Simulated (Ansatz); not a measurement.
Ansatz (a quantum-chemistry and plane-wave program) job for C3H7BO2, SMILES OCB1CCO1, B3LYP-D3(BJ)/def2-SVP. 

Ansatz 0.2 input:
```yaml
crystal:
  periodic: [false, false, false]
  atoms:
    - {symbol: O, position_ang: [2.26863517, 0.60950012, 0.52163070]}
    - {symbol: C, position_ang: [1.57776454, -0.25403583, -0.37480824]}
    - {symbol: B, position_ang: [0.00621368, -0.22123766, -0.21153282]}
    - {symbol: C, position_ang: [-1.30624914, -0.93826121, -0.75595112]}
    - {symbol: C, position_ang: [-1.94652978, 0.09096004, 0.19301640]}
    - {symbol: O, position_ang: [-0.68499157, 0.63906819, 0.59015123]}
    - {symbol: H, position_ang: [1.62783413, 1.20916157, 0.91671733]}
    - {symbol: H, position_ang: [1.85422568, 0.02310210, -1.40477993]}
    - {symbol: H, position_ang: [1.98139352, -1.26185471, -0.22082805]}
    - {symbol: H, position_ang: [-1.58602365, -0.80804775, -1.79736864]}
    - {symbol: H, position_ang: [-1.49739233, -1.97020831, -0.47608096]}
    - {symbol: H, position_ang: [-2.46971765, -0.32314484, 1.05620487]}
    - {symbol: H, position_ang: [-2.56045069, 0.85665572, -0.28399808]}
basis:
  gaussian:
    orbitals: def2-SVP
hamiltonian:
  xc: b3lyp
  dispersion: d3bj
relax: {f_tol: 0.002, max_steps: 200}
```

Program output:

```
WARN ansatz: RAYON_NUM_THREADS=1 ignored (pool sized by the plan → 1); use --threads N
Functional definition: B3LYP
integrals: 0.08 GiB planned
1332 factors; integrals over basis functions are off by at most 3.2e-4 eV
mean field: 0.52 GiB planned
mean field evaluation 1: about -7980.7600 eV, gradient 6.5e1 eV
mean field evaluation 2: about -7975.3118 eV, gradient 8.5e1 eV
mean field evaluation 4: about -7989.8099 eV, gradient 3.5e0 eV
mean field evaluation 8: about -7989.8777 eV, gradient 7.9e-2 eV
mean field -7989.87772429 eV, -293.6225906341 hartree, gradient 3.9e-5 eV, S^2 0.000000; 0 other end points of the search recorded, 0 dependent functions left out
the calculation of the forces begins
reference -7989.87796093 eV, -293.6225993305 hartree; 23, 23 occupied and 96, 96 virtual orbitals, 1332 factors
relax step   1: F+E_penalty+E_count = -7990.27830248 eV  Δ(F+E_penalty+E_count) = +0.000e0 eV  max|allowed force component| = 8.308e-1 eV/Å  Δτ_max = 0.0000 Å  (25 SCF iters, accepted)
these checks for a lower state are left out or cut short: starts, cluster_reference, orbital_swaps, neighbouring_geometries, increment
integrals: 0.08 GiB planned
1332 factors; integrals over basis functions are off by at most 3.4e-4 eV
mean field: 0.52 GiB planned
mean field evaluation 16: about -7989.8696 eV, gradient 2.5e0 eV
mean field -7989.93244923 eV, -293.6246017383 hartree, gradient 6.3e-6 eV, S^2 0.000000; 0 other end points of the search recorded, 0 dependent functions left out
the calculation of the forces begins
reference -7989.93268621 eV, -293.6246104473 hartree; 23, 23 occupied and 96, 96 virtual orbitals, 1332 factors
relax step   2: F+E_penalty+E_count = -7990.33356012 eV  Δ(F+E_penalty+E_count) = -5.526e-2 eV  max|allowed force component| = 3.169e-1 eV/Å  Δτ_max = 0.0438 Å  (30 SCF iters, accepted)
these checks for a lower state are left out or cut short: starts, cluster_reference, orbital_swaps, neighbouring_geometries, increment
integrals: 0.08 GiB planned
1332 factors; integrals over basis functions are off by at most 3.5e-4 eV
mean field: 0.52 GiB planned
mean field -7989.93985033 eV, -293.6248737240 hartree, gradient 6.4e-6 eV, S^2 0.000000; 0 other end points of the search recorded, 0 dependent functions left out
the calculation of the forces begins
reference -7989.94008757 eV, -293.6248824422 hartree; 23, 23 occupied and 96, 96 virtual orbitals, 1332 factors
relax step   3: F+E_penalty+E_count = -7990.34137945 eV  Δ(F+E_penalty+E_count) = -7.819e-3 eV  max|allowed force component| = 1.064e-1 eV/Å  Δτ_max = 0.0261 Å  (31 SCF iters, accepted)
these checks for a lower state are left out or cut short: starts, cluster_reference, orbital_swaps, neighbouring_geometries, increment
integrals: 0.08 GiB planned
1332 factors; integrals over basis functions are off by at most 3.5e-4 eV
mean field: 0.52 GiB planned
mean field evaluation 32: about -7989.9406 eV, gradient 1.6e-1 eV
mean field -7989.94067004 eV, -293.6249038476 hartree, gradient 6.5e-6 eV, S^2 0.000000; 0 other end points of the search recorded, 0 dependent functions left out
the calculation of the forces begins
reference -7989.94090752 eV, -293.6249125748 hartree; 23, 23 occupied and 96, 96 virtual orbitals, 1332 factors
relax step   4: F+E_penalty+E_count = -7990.34221122 eV  Δ(F+E_penalty+E_count) = -8.318e-4 eV  max|allowed force component| = 2.030e-2 eV/Å  Δτ_max = 0.0165 Å  (32 SCF iters, accepted)
these checks for a lower state are left out or cut short: starts, cluster_reference, orbital_swaps, neighbouring_geometries, increment
integrals: 0.08 GiB planned
1332 factors; integrals over basis functions are off by at most 3.5e-4 eV
mean field: 0.52 GiB planned
mean field -7989.94120080 eV, -293.6249233528 hartree, gradient 6.4e-6 eV, S^2 0.000000; 0 other end points of the search recorded, 0 dependent functions left out
the calculation of the forces begins
reference -7989.94143855 eV, -293.6249320899 hartree; 23, 23 occupied and 96, 96 virtual orbitals, 1332 factors
relax step   5: F+E_penalty+E_count = -7990.34271844 eV  Δ(F+E_penalty+E_count) = -5.072e-4 eV  max|allowed force component| = 4.202e-2 eV/Å  Δτ_max = 0.0237 Å  (31 SCF iters, accepted)
these checks for a lower state are left out or cut short: starts, cluster_reference, orbital_swaps, neighbouring_geometries, increment
integrals: 0.08 GiB planned
1332 factors; integrals over basis functions are off by at most 3.5e-4 eV
mean field: 0.52 GiB planned
mean field -7989.94299710 eV, -293.6249893657 hartree, gradient 9.7e-6 eV, S^2 0.000000; 0 other end points of the search recorded, 0 dependent functions left out
the calculation of the forces begins
reference -7989.94323537 eV, -293.6249981218 hartree; 23, 23 occupied and 96, 96 virtual orbitals, 1332 factors
relax step   6: F+E_penalty+E_count = -7990.34396771 eV  Δ(F+E_penalty+E_count) = -1.249e-3 eV  max|allowed force component| = 2.715e-2 eV/Å  Δτ_max = 0.0747 Å  (29 SCF iters, accepted)
these checks for a lower state are left out or cut short: starts, cluster_reference, orbital_swaps, neighbouring_geometries, increment
integrals: 0.08 GiB planned
1332 factors; integrals over basis functions are off by at most 3.5e-4 eV
mean field: 0.52 GiB planned
mean field -7989.94312074 eV, -293.6249939094 hartree, gradient 1.9e-5 eV, S^2 0.000000; 0 other end points of the search recorded, 0 dependent functions left out
the calculation of the forces begins
reference -7989.94335908 eV, -293.6250026680 hartree; 23, 23 occupied and 96, 96 virtual orbitals, 1332 factors
relax step   7: F+E_penalty+E_count = -7990.34405825 eV  Δ(F+E_penalty+E_count) = -9.053e-5 eV  max|allowed force component| = 7.216e-3 eV/Å  Δτ_max = 0.0040 Å  (22 SCF iters, accepted)
these checks for a lower state are left out or cut short: starts, cluster_reference, orbital_swaps, neighbouring_geometries, increment
integrals: 0.08 GiB planned
1332 factors; integrals over basis functions are off by at most 3.5e-4 eV
mean field: 0.52 GiB planned
mean field -7989.94312870 eV, -293.6249942019 hartree, gradient 7.5e-6 eV, S^2 0.000000; 0 other end points of the search recorded, 0 dependent functions left out
the calculation of the forces begins
reference -7989.94336703 eV, -293.6250029603 hartree; 23, 23 occupied and 96, 96 virtual orbitals, 1332 factors
relax step   8: F+E_penalty+E_count = -7990.34406631 eV  Δ(F+E_penalty+E_count) = -8.068e-6 eV  max|allowed force component| = 2.674e-3 eV/Å  Δτ_max = 0.0019 Å  (23 SCF iters, accepted)
these checks for a lower state are left out or cut short: starts, cluster_reference, orbital_swaps, neighbouring_geometries, increment
integrals: 0.08 GiB planned
1332 factors; integrals over basis functions are off by at most 3.5e-4 eV
mean field: 0.52 GiB planned
mean field evaluation 64: about -7989.9431 eV, gradient 4.9e-2 eV
mean field -7989.94311121 eV, -293.6249935591 hartree, gradient 3.3e-5 eV, S^2 0.000000; 0 other end points of the search recorded, 0 dependent functions left out
the calculation of the forces begins
reference -7989.94334954 eV, -293.6250023174 hartree; 23, 23 occupied and 96, 96 virtual orbitals, 1332 factors
relax step   9: F+E_penalty+E_count = -7990.34406733 eV  Δ(F+E_penalty+E_count) = -1.013e-6 eV  max|allowed force component| = 1.003e-3 eV/Å  Δτ_max = 0.0009 Å  (20 SCF iters, accepted)
integrals: 0.08 GiB planned
1332 factors; integrals over basis functions are off by at most 3.5e-4 eV
mean field: 0.52 GiB planned
mean field -7989.94311121 eV, -293.6249935591 hartree, gradient 3.3e-5 eV, S^2 0.000000; 1 other end points of the search recorded, 0 dependent functions left out
the calculation of the forces begins
reference -7989.94334954 eV, -293.6250023174 hartree; 23, 23 occupied and 96, 96 virtual orbitals, 1332 factors
Total energy: -7990.34430565 eV, -293.6397371829 hartree
Atom 0 at     2.261802     0.566098     0.578667 Å, force     0.000612    -0.000049     0.000065 eV/Å
Atom 1 at     1.562917    -0.248651    -0.347024 Å, force     0.000091     0.000234     0.000116 eV/Å
Atom 2 at     0.006144    -0.235193    -0.180576 Å, force     0.001003    -0.000525    -0.000849 eV/Å
Atom 3 at    -1.301359    -0.938406    -0.757473 Å, force    -0.000530     0.000411     0.000631 eV/Å
Atom 4 at    -1.954339     0.084928     0.197410 Å, force    -0.000903     0.000098     0.000150 eV/Å
Atom 5 at    -0.671507     0.631625     0.638116 Å, force    -0.000983    -0.000625    -0.000564 eV/Å
Atom 6 at     1.682623     1.301855     0.816676 Å, force    -0.000115    -0.000076    -0.000004 eV/Å
Atom 7 at     1.797369     0.024885    -1.403399 Å, force     0.000100     0.000094     0.000087 eV/Å
Atom 8 at     1.935035    -1.286445    -0.247727 Å, force     0.000164     0.000058     0.000037 eV/Å
Atom 9 at    -1.524742    -0.795063    -1.824922 Å, force     0.000154     0.000112     0.000111 eV/Å
Atom 10 at    -1.465227    -1.994102    -0.495594 Å, force     0.000080     0.000130     0.000124 eV/Å
Atom 11 at    -2.503930    -0.332704     1.055548 Å, force     0.000122     0.000090     0.000054 eV/Å
Atom 12 at    -2.560075     0.872830    -0.277329 Å, force     0.000206     0.000047     0.000043 eV/Å
Dipole moment:    -0.539702    -0.126725    -0.259322 e Å
```

The run converged.

Cost: around 50 core-seconds (rough).
